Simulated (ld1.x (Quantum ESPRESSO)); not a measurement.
What one change does to a pseudopotential (O (Z = 8), RRKJ)

* Element: oxygen (O)
* Generator: ld1.x (Quantum ESPRESSO) 7.5
* Type: norm-conserving RRKJ (Kleinman–Bylander form)
* Functional: PW91
* Relativity: scalar-relativistic
* Frozen core: [He]
* Valence charge: 6
* Reference configuration: 2s2 2p3.5 (charge +0.5)
* Partial waves: 2s (bound): rc 0.65 bohr; 2p (bound): rc 1.65 bohr; 3d channel at -0.05 Ry: rc 1.75 bohr
* Local potential: all-electron potential smoothed inside 0.95 bohr (lloc = -1)
* Core correction: a·sin(br)/r model core inside 0.40 bohr

Change: all radii but the core radius scaled by about 1.06 (s 0.68, p 1.74, d 1.86 bohr); local potential all-electron potential smoothed inside 1.00 bohr (lloc = -1).

Cutoffs: the cutoffs (Ry, on a coarse ladder) from which the occupation-weighted sum of valence levels, in a spherical-Bessel basis at the reference potential, stays within 10 and 1 mRy of its value at 400 Ry; they do not see the model core or the augmentation charge, which bear on the density cutoff. Errors are all-electron minus pseudo energies relative to the spin-unpolarised reference configuration.

Q: How do hardness, ghosts and transferability respond?

A: The potential gets softer (80 Ry and 200 Ry → 80 Ry and 110 Ry); of the 7 tests that both files solve, the error grows in 7 and shrinks in 0 by more than 15 % and 0.3 meV (median size 51.9 → 60.3 meV); neither file shows a bound ghost. A larger radius leaves more room for a smooth pseudo-wave, so fewer plane waves are needed. More of the atom is replaced by a form fitted at one configuration, so other configurations suffer.

```csv
quantity,base,changed
"cutoff, loose",80 Ry,80 Ry
"cutoff, tight",200 Ry,110 Ry
loose cutoff by channel (10 mRy a level),"s 70 Ry, p 40 Ry","s 70 Ry, p 35 Ry"
bound ghosts,none,none
"error for 2s2 2p4, meV [ΔE -6.33 eV]",+5.2,+6.9
"error for 2s2 2p3, meV [ΔE 10.19 eV]",+13,+17
"error for 2s2 2p2, meV [ΔE 43.90 eV]",+257,+321
"error for 2s2 2p4.3, meV [ΔE -8.47 eV]",+8.6,+12
"error for 2s1 2p4, meV [ΔE 25.38 eV]",-55,-72
"error for 2s1 2p5, meV [ΔE 8.59 eV]",+52,+60
"error for 2s2 2p0, meV [ΔE 174.94 eV]",+3767,+4506
```
